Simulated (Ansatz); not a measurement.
Isolated molecules relaxed with PBE0-D4/def2-TZVP in Ansatz; ΔE leaves out vibrations. CCSD(T)/CBS is the MP2 limit (def2-TZVPP, def2-QZVPP) plus CCSD(T) − MP2 in def2-TZVPP, frozen cores. This one scheme is used for every species. DFT in def2-TZVPP. For Ge outer-core shells are correlated without core-valence functions, which leaves a few kJ/mol of doubt a bond. Scalar relativity is left out up to krypton. Each species was taken in one conformer, which may not be the lowest.

`OC(F)BCl` + `[OH][GeH3]` → `OC(F)[O][GeH3]` + `BCl`  (substitution at a C–B bond)

CCSD(T)/CBS gives -0.02 eV.

Q: Another level gave +0.03 eV. Which?
A. HF/def2-TZVPP
B. PBE/def2-TZVPP
C. PBE0/def2-TZVPP
D. r2SCAN/def2-TZVPP

A: B. PBE 0.03, HF/def2-TZVPP -0.18, PBE0 -0.02, r2SCAN -0.07 eV.

Largest T1 diagnostic among the species: 0.013.

In def2-TZVPP, CCSD(T) changes the Hartree–Fock value by +0.10 eV (the triples alone add +0.00 eV) and MP2 by +0.13 eV. From PBE to PBE0 (25 % exact exchange), in def2-TZVPP and without D4, ΔE moves by −0.05 eV.
